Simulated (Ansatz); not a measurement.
C2H8FNSi2, SMILES C[Si@H]1CN[Si@H]1F.

Coordinates come from a TPSSh-D3(BJ)/def2-SVP optimisation. The structure was generated by enumeration; whether it is a known compound was not checked.

Two levels are set side by side: PBE/def2-SVPD (Ansatz, a quantum-chemistry and plane-wave program) and CAM-B3LYP/def2-SVPD (Ansatz). Energy differences of separate SCF runs at the same geometry; the states with an electron removed or added have multiplicity 2 and 2. Differences are taken from unrounded values.

```
quantity                           CAM-B3LYP
---------------------------------  ---------
vertical ionisation energy (eV)         9.22
vertical singlet–triplet gap (eV)       5.73
```

Problem. What does PBE give, and how far is it from CAM-B3LYP? (The exact figures need the calculation; the answer reports its results.)

Solution. 
```
quantity                            PBE  PBE minus CAM-B3LYP
---------------------------------  ----  -------------------
vertical ionisation energy (eV)    8.84                -0.38
vertical singlet–triplet gap (eV)  5.04                -0.69
```
